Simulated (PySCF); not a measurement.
## Potential energy of KBr⁺ along the bond

Set-up: PySCF, spin-free X2C with a Gaussian nucleus, basis sets K x2c-SVPall, Br x2c-SVPall. Energies in eV from K⁺ + Br in their ground configurations at the same level. State: ²Π (doublet), unpaired electrons π ↑.

All columns are r²SCAN. A positive dipole points towards Br; it is taken about the centre of mass and depends on that origin.

```
R (Å)  E (eV)   μ (D)  Mulliken charge on K (basis-dependent)  HOMO (eV)  LUMO (eV)  Mayer bond order  ⟨S²⟩
2.959  -0.119   -8.29                                    0.92     -12.41     -11.63              0.17  0.75
3.097  -0.202   -8.75                                    0.91     -12.23     -11.46              0.17  0.75
3.235  -0.244   -9.21                                    0.91     -12.06     -11.29              0.17  0.75
3.338  -0.257   -9.56                                    0.91     -11.94     -11.17              0.17  0.75
3.441  -0.261   -9.92                                    0.92     -11.82     -11.05              0.17  0.75
3.544  -0.258  -10.28                                    0.92     -11.71     -10.94              0.16  0.75
3.682  -0.246  -10.76                                    0.92     -11.56     -10.79              0.15  0.75
3.854  -0.226  -11.38                                    0.93     -11.39     -10.61              0.14  0.75
4.060  -0.199  -12.12                                    0.94     -11.19     -10.41              0.12  0.75
4.336  -0.163  -13.13                                    0.95     -10.94     -10.17              0.09  0.75
```

A fit through these points gives, at Re = 3.437 Å, μ = -9.90 D and dμ/dR = -3.46 D/Å; the reduced mass is 26.08 u.

How strong is the fundamental in the double-harmonic approximation, I = 42.26·(dμ/dR)²/μred km/mol?

I = 42.26·(-3.46)²/26.08 = 19.4 km/mol at r²SCAN.

The bond is weak. Basis-set superposition, not corrected here, can be much of De in a small basis, most of all at correlated wavefunction levels. Spin–orbit coupling is left out. For an ion De counts to the pair picked by the measured ionisation energies or electron affinities, which need not be the lowest pair at this level. The state is the lowest determinant that a PBE0 search found; another state may lie lower at other levels.
